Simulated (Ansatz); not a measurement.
Reaction (SMILES): N[SiH2]N → N[SiH-]N + H+
Each molecule is optimised on its own at B3LYP-D3(BJ)/def2-TZVP (Ansatz, a first-principles code), one conformer each, not searched for the lowest. Frequencies are from Ansatz.

Quantity: gas-phase deprotonation energy (0 K, with B3LYP-D3(BJ) harmonic zero-point energies), in kcal/mol. Correlated levels leave the core frozen unless marked. No spin-orbit coupling. Non-relativistic. Anions need diffuse functions: aug- sets have them; def2-D sets add few; the other sets have none. Basis-set limits of correlation are two-point, X^-3; Hartree-Fock from the larger set. [CCSD(T)-MP2]/basis is that difference in the basis named.

```json
[
 {"level": "PBE-D4/def2-TZVPD", "program": "Ansatz + dftd4", "gas-phase deprotonation energy (kcal/mol)": "379.6", "minus last row": "-6.5"},
 {"level": "B3LYP-D3(BJ)/def2-TZVPD", "program": "Ansatz + dftd3", "gas-phase deprotonation energy (kcal/mol)": "386.3", "minus last row": "0.2"},
 {"level": "PBE0/STO-3G", "program": "Ansatz", "gas-phase deprotonation energy (kcal/mol)": "485.1", "minus last row": "99.0"},
 {"level": "BHLYP/def2-TZVPD", "program": "Ansatz", "gas-phase deprotonation energy (kcal/mol)": "391.6", "minus last row": "5.5"},
 {"level": "LC-wPBE-D3(BJ)/def2-TZVPD", "program": "Ansatz + dftd3", "gas-phase deprotonation energy (kcal/mol)": "391.7", "minus last row": "5.6"},
 {"level": "MP2/6-31G", "program": "Ansatz", "gas-phase deprotonation energy (kcal/mol)": "384.6", "minus last row": "-1.5"},
 {"level": "RI-MP2/cc-pV(T+d)Z", "program": "Ansatz", "gas-phase deprotonation energy (kcal/mol)": "393.1", "minus last row": "7.0"},
 {"level": "SCS-MP2/aug-cc-pV(T+d)Z", "program": "Ansatz", "gas-phase deprotonation energy (kcal/mol)": "387.6", "minus last row": "1.5"},
 {"level": "CCSD/aug-cc-pV(T+d)Z", "program": "Ansatz", "gas-phase deprotonation energy (kcal/mol)": "387.4", "minus last row": "1.3"},
 {"level": "RI-MP2/CBS(aug-cc-pV(T+d)Z,aug-cc-pV(Q+d)Z)+[CCSD(T)-MP2]/aug-cc-pV(T+d)Z", "program": "Ansatz", "gas-phase deprotonation energy (kcal/mol)": "386.1", "minus last row": "0.0"}
]
```
